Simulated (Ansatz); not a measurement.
Two members of one family (Substituted PAH family), computed with Ansatz in the gas phase. The two geometries come from different levels. Binding counts from free atoms in the multiplicity of their measured ground term, without zero-point energy. Sets without diffuse functions give affinities that are too small. A dash marks a value that wasn't run or was left out as unsound. The structures are stationary points that may keep the symmetry of their start. Remarks come from the PBE and PBE0 runs and from stability tests at other levels; not every state was tested. A HOMO above zero means that the electron is unbound at that level and held by the basis, or that self-interaction error raises the level; the energy of removing that electron tells which.

First: Brc1cccc2cc3ccccc3cc12 (singlet, charge 0, PBE0-D4/def2-SVP geometry).

Cartesian coordinates in Å:
```
Br -1.600 -1.884 3.327
C -0.013 -1.181 2.580
C 1.139 -1.254 3.315
C 2.354 -0.737 2.791
C 2.386 -0.163 1.551
C 1.204 -0.072 0.758
C 1.223 0.512 -0.512
C 0.073 0.610 -1.299
C 0.083 1.204 -2.596
C -1.063 1.281 -3.340
C -2.290 0.770 -2.830
C -2.339 0.193 -1.590
C -1.166 0.092 -0.784
C -1.191 -0.493 0.486
C -0.041 -0.591 1.274
H 1.120 -1.710 4.305
H 3.262 -0.806 3.395
H 3.319 0.235 1.144
H 2.169 0.904 -0.897
H 1.026 1.596 -2.985
H -1.043 1.739 -4.332
H -3.196 0.841 -3.437
H -3.280 -0.201 -1.196
H -2.135 -0.884 0.871
```

```
              level  HOMO (eV)  LUMO (eV)  gap (eV)  vertical IE (eV)  vertical EA (eV)  vertical triplet (eV)  binding per atom (eV)
    PBE-D4/def2-SVP      -5.03      -2.71      2.32              7.15              0.68                   1.99                   5.61
   PBE-D4/def2-TZVP      -5.10      -2.81      2.29                 –                 –                      –                   5.52
r2SCAN-D4/def2-TZVP      -5.22      -2.75      2.47                 –                 –                      –                   5.34
   PBE0-D4/def2-SVP      -5.86      -2.05      3.82              7.32              0.67                   2.08                   5.49
  PBE0-D4/def2-TZVP      -5.88      -2.10      3.78                 –                 –                      –                   5.40
```

Remarks: HOMO above zero (-1 doublet).

Second: Cc1cccc2cc3ccccc3cc12 (singlet, charge 0, PBE-D4/def2-SVP geometry).

```tsv
atom	x (Å)	y (Å)	z (Å)
C1	-1.707	-2.714	-1.156
C2	-0.300	-2.179	-1.090
C3	0.758	-2.897	-1.625
C4	2.100	-2.413	-1.577
C5	2.383	-1.200	-0.986
C6	1.334	-0.409	-0.416
C7	1.598	0.833	0.192
C8	0.577	1.620	0.758
C9	0.835	2.885	1.379
C10	-0.192	3.631	1.922
C11	-1.537	3.151	1.876
C12	-1.825	1.935	1.286
C13	-0.788	1.132	0.709
C14	-1.052	-0.112	0.101
C15	-0.034	-0.902	-0.466
H16	-2.145	-2.840	-0.144
H17	-1.736	-3.698	-1.662
H18	-2.381	-2.027	-1.711
H19	0.559	-3.870	-2.102
H20	2.907	-3.019	-2.016
H21	3.415	-0.819	-0.943
H22	2.637	1.200	0.225
H23	1.874	3.252	1.412
H24	0.020	4.602	2.396
H25	-2.344	3.757	2.314
H26	-2.861	1.562	1.248
H27	-2.095	-0.463	0.076
```

What does the change do? Estimate second minus first.


```
              level  Δ HOMO (eV)  Δ LUMO (eV)  Δ gap (eV)  Δ vertical IE (eV)  Δ vertical EA (eV)  Δ vertical triplet (eV)  Δ binding per atom (eV)
    PBE-D4/def2-SVP         0.20         0.18       -0.02               -0.16               -0.17                    -0.03                    -0.09
   PBE-D4/def2-TZVP         0.21         0.19       -0.02                   –                   –                        –                    -0.09
r2SCAN-D4/def2-TZVP         0.23         0.20       -0.02                   –                   –                        –                    -0.07
   PBE0-D4/def2-SVP         0.23         0.19       -0.04               -0.21               -0.19                    -0.05                    -0.08
  PBE0-D4/def2-TZVP         0.24         0.20       -0.04                   –                   –                        –                    -0.08
```

Remarks: HOMO above zero (-1 doublet).
